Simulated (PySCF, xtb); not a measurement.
C5H5N, SMILES C=C=C(C#C)N.

GFN2-xTB in xtb at its own geometry gives an orbital gap of 3.73 eV and a dipole moment of 1.44 D.

Geometry: B3LYP-D3(BJ)/def2-SVP. The structure was generated by enumeration, and PubChem lists no compound with its InChIKey, so it may never have been made. The values are those of a single conformer.

Question: What does PySCF with PBE0/def2-TZVP give? (Estimate from the structure and the level; the computed values follow.)

Answer: gap 5.70 eV (levels -6.14 and -0.43 eV), dipole 1.30 D.
